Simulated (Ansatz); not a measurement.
Computed with Ansatz on PBE0-D4/def2-TZVP structures; ΔE is electronic, products minus reactants. CCSD(T)/CBS adds triple-zeta CCSD(T) − MP2 to the extrapolated MP2 energy (def2 sets, frozen cores). This one scheme is used for every species. Functionals use def2-TZVPP. Each species was taken in one conformer, which may not be the lowest.

Reaction (substitution at a C–Si bond): `C[SiH2]C1C=N1` + `C=N` → `C=NC1C=N1` + `C[SiH3]`

```csv
level,ΔE (kcal/mol)
revPBE,3.6
LC-ωPBE,3.3
```

What does CCSD(T)/CBS give? (An estimate is asked.)

Ansatz gave: +5.0 kcal/mol. The listed levels differ from it by -1.4, -1.7 kcal/mol.

Largest T1 diagnostic among the species: 0.013.

At CCSD(T), def2-SVP lies −3.8 kcal/mol from the extrapolated value and def2-TZVPP −0.5 kcal/mol. In def2-TZVPP, CCSD(T) changes the Hartree–Fock value by +1.3 kcal/mol (the triples alone add −0.1 kcal/mol) and MP2 by +1.0 kcal/mol.
